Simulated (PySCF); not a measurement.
**Relaxation of triplet WH₄**

Computed with PySCF, UPBE0, basis W x2c-TZVPall, H x2c-TZVPall (spin-free X2C, no spin–orbit coupling, density fitting). A (50,194) grid was used.

A start displaced from a saddle point along its imaginary mode, with no symmetry imposed:

Coordinates in bohr (charge 0 multiplicity 3):
```
W     0.0086   -0.0070   -0.0285
H    -0.6248    2.7915    1.2705
H    -1.1279   -2.7684    1.1169
H     2.8212    0.9072    1.2100
H    -2.6468    0.3521    1.6030
```

(1) What does it relax to?

(2) How much energy is released, and in how many steps?

Results:

(1) It ends at Td with W–H 1.697 Å (×4); H–W–H 109.5° (×6) (after a last refinement on a finer grid). A frequency run shows a minimum.

(2) 67.4 kJ/mol in 33 steps.

Open d and f shells are described by one determinant, and the ground state may have another occupation or spin. No spin–orbit coupling is included, which matters more the heavier the element.

The relaxation took 5.4 min on 2 threads of a shared Arm Neoverse V1 host, with 105 basis functions and 38 gradients; the process peaked at 1.5 GiB. Launch command: `OMP_NUM_THREADS=2 python axn.py task.json out`.
